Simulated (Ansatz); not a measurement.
`C[SiH2]S[SiH](C)Cl` at its PBE0-D4/def2-TZVP geometry, where that method's forces vanish. Charge 0, multiplicity 1.

```
atom    x (Å)    y (Å)    z (Å)
  C1   2.6673  -0.2780   0.4419
 Si2   1.3620   0.1905  -0.7976
  S3   0.0761   1.7404  -0.0385
 Si4  -1.5043   0.5745   0.7670
  C5  -2.5484  -0.2501  -0.5239
 Cl6  -0.7810  -0.8958   2.0302
  H7   3.3364  -1.0327   0.0194
  H8   2.2072  -0.6838   1.3443
  H9   3.2621   0.5949   0.7190
 H10   0.5352  -0.9855  -1.1767
 H11   1.9747   0.7600  -2.0251
 H12  -2.2938   1.5103   1.5999
 H13  -3.3581  -0.8098  -0.0497
 H14  -1.9549  -0.9403  -1.1257
 H15  -2.9805   0.5054  -1.1845
```

Question: For each bond, give half the difference of the two atoms' forces along it (eV/Å; positive pushes the atoms apart) under PBE-D4, r2SCAN-D4, B3LYP-D4, ωB97M-V in def2-TZVPP. (Estimate.)

Answer: Computed: 
```csv
bond,length (Å),PBE-D4,r2SCAN-D4,B3LYP-D4,ωB97M-V
C1–Si2,1.860,0.00,0.01,0.11,0.04
C1–H7,1.094,0.10,-0.01,-0.04,-0.05
C1–H8,1.091,0.11,-0.01,-0.06,-0.04
C1–H9,1.092,0.11,-0.01,-0.04,-0.04
Si2–S3,2.152,0.10,0.04,0.15,0.08
Si2–H10,1.487,0.06,-0.02,-0.12,-0.12
Si2–H11,1.485,0.08,-0.03,-0.14,-0.14
S3–Si4,2.123,0.11,0.04,0.09,0.04
Si4–C5,1.854,-0.01,-0.01,0.07,0.01
Si4–Cl6,2.069,0.17,0.06,0.19,0.08
Si4–H12,1.481,0.08,-0.04,-0.19,-0.19
C5–H13,1.093,0.10,-0.01,-0.05,-0.04
C5–H14,1.091,0.11,-0.01,-0.05,-0.04
C5–H15,1.093,0.10,-0.01,-0.05,-0.04
```

B3LYP here is the variant with VWN-RPA as its local correlation; programs differ in this.
